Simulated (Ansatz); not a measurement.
Ansatz (a quantum-chemistry and plane-wave program) input file for C₃H₁₂Si₃, SMILES [SiH3]C(C=C)([SiH3])[SiH3], PBE/def2-SVPD. Coordinates come from a PBE-D3(BJ)/def2-SVP optimisation. The structure was generated by enumeration, and PubChem lists no compound with its InChIKey, so it may never have been made. The values are those of a single conformer.

Ansatz 0.2 input:
```yaml
crystal:
  periodic: [false, false, false]
  atoms:
    - {symbol: C, position_ang: [2.23239427, -1.33228060, -0.00000002]}
    - {symbol: C, position_ang: [0.88413004, -1.31283879, -0.00000002]}
    - {symbol: C, position_ang: [-0.01916163, -0.10214797, -0.00000000]}
    - {symbol: Si, position_ang: [-1.13952082, -0.18863431, 1.54908312]}
    - {symbol: Si, position_ang: [0.89795149, 1.57071332, 0.00000002]}
    - {symbol: Si, position_ang: [-1.13952082, -0.18863428, -1.54908313]}
    - {symbol: H, position_ang: [2.78070352, -2.28641245, -0.00000003]}
    - {symbol: H, position_ang: [2.84119848, -0.41304424, -0.00000001]}
    - {symbol: H, position_ang: [0.36025170, -2.28962933, -0.00000003]}
    - {symbol: H, position_ang: [-2.15972512, 0.91744502, 1.52353306]}
    - {symbol: H, position_ang: [-1.85507688, -1.51383243, 1.57080138]}
    - {symbol: H, position_ang: [-0.30490126, -0.06566759, 2.79462141]}
    - {symbol: H, position_ang: [1.76393881, 1.70517452, 1.22399247]}
    - {symbol: H, position_ang: [-0.11953870, 2.67822488, 0.00000004]}
    - {symbol: H, position_ang: [1.76393880, 1.70517456, -1.22399243]}
    - {symbol: H, position_ang: [-1.85507688, -1.51383239, -1.57080141]}
    - {symbol: H, position_ang: [-0.30490127, -0.06566752, -2.79462141]}
    - {symbol: H, position_ang: [-2.15972513, 0.91744506, -1.52353303]}
basis:
  gaussian:
    orbitals: def2-SVPD
hamiltonian:
  xc: {name: PBE}
```

Program output:

```
WARN ansatz: RAYON_NUM_THREADS=2 ignored (pool sized by the plan → 2); use --threads N
Functional definition: PBE
integrals: 0.23 GiB planned
1959 factors; their error is unknown
mean field: 1.40 GiB planned
mean field evaluation 1: about -26901.8075 eV, gradient 6.1e1 eV
mean field evaluation 2: about -26874.0011 eV, gradient 1.1e2 eV
mean field evaluation 4: about -26911.2320 eV, gradient 1.6e1 eV
mean field evaluation 8: about -26911.8777 eV, gradient 1.7e-1 eV
mean field evaluation 16: about -26911.8119 eV, gradient 6.8e-5 eV
mean field -26911.81192730 eV, -988.9908468469 hartree, gradient 9.0e-5 eV, S^2 0.000000; 0 other end points of the search recorded, 0 dependent functions left out
reference -26911.81198679 eV, -988.9908490333 hartree; 36, 36 occupied and 192, 192 virtual orbitals, 1959 factors
Total energy: -26911.81198679 eV, -988.9908490333 hartree
```

The run converged.
